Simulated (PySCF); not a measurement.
C3H7BF2O, SMILES C[C@@H](O)B(F)CF. Heavy atoms are numbered as in [CH3:1][C@@H:2]([OH:3])[B:4]([F:5])[CH2:6][F:7]. Hydrogens are named by the atom that carries them.

Geometry optimised at r2SCAN-D4/def2-SVP. The structure was generated by enumeration; whether it is a known compound was not checked. One conformer was computed; it need not be the lowest.

Level of theory: PySCF with ωB97X/def2-TZVP.

ESP charges are fitted to the potential on shells at 1.4 to 2.0 van der Waals radii. Atomic charges (e), one atom of each kind:

```tsv
atom	ESP fit	Mulliken	Löwdin
C1 (CH3)	-0.56	-0.41	-0.28
C2 (CH)	0.37	0.03	-0.32
O3 (OH)	-0.70	-0.45	0.00
B4	0.48	0.26	-0.61
F5	-0.27	-0.21	0.35
C6 (CH2)	-0.23	-0.01	-0.25
F7	-0.21	-0.25	0.08
H on C1	0.13	0.12	0.12
H on C2	-0.01	0.10	0.16
H on O3	0.42	0.30	0.17
H on C6	0.14	0.12	0.15
```

Question: Give the Mayer and Wiberg (Löwdin basis) orders of the bonds. (An estimate is asked for; the answer gives what the named calculation found.)

Answer: 
```
bond   Mayer  Wiberg
-----  -----  ------
C1–C2   0.92    1.21
C2–O3   0.98    1.52
C2–B4   0.99    1.13
B4–F5   1.26    2.07
B4–C6   1.02    1.21
C6–F7   0.95    1.59
```
